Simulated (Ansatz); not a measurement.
The same path of ClH5OSiSn (9 atoms, charge 0, multiplicity 1) was run twice with different band settings. Lost on the way: Si2–H7. Made: O1–H7.

These are results of RKS B3LYP/def2-SVP in Ansatz, not measurements.

Relaxed end points:

```xyz
9
Properties=species:S:1:pos:R:3
O -1.395 0.390 1.403
Si -0.947 0.893 -0.116
Sn 1.036 -0.687 -0.722
Cl 1.409 -1.413 1.562
H -0.725 -0.120 1.890
H -2.090 0.743 -1.055
H -0.473 2.308 -0.154
H 0.730 -2.137 -1.597
H 2.543 -0.023 -1.227
```

```xyz
9
Properties=species:S:1:pos:R:3
O -0.981 1.077 1.084
Si -1.111 1.101 -0.904
Sn 0.930 -0.673 -0.961
Cl 0.910 -1.168 1.497
H -0.474 0.287 1.455
H -2.063 -0.088 -0.834
H -0.557 1.873 1.442
H 0.848 -2.264 -1.649
H 2.587 -0.190 -1.148
```

Common settings: movable images 5; climbing image yes; spring 5.0 eV/Å²; optimiser quadratic models (default); start path through a guess of the saddle point; iteration limit 60; end points relaxed.

| run | force threshold |
| --- | --- |
| 1 | 0.03 eV/Å |
| 2 | 0.2 eV/Å |

(1) What does each run give, and how far can it be trusted?

## Answers

(1) Run 1: converged after 23 iterations, highest image 3.022 eV above the first end. Neighbouring images differ by up to 1.6 eV, so the band resolves the path poorly. The order of the stationary point at the top wasn't checked.
Run 2: converged after 13 iterations, highest image 3.031 eV above the first end. The threshold of 0.2 eV/Å is loose, so the images may lie well off the minimum-energy path. Neighbouring images differ by up to 2.2 eV, so the band resolves the path poorly. The order of the stationary point at the top wasn't checked.
The orbitals stay closed-shell, which can raise the energy where a bond breaks towards radicals; this wasn't checked here.
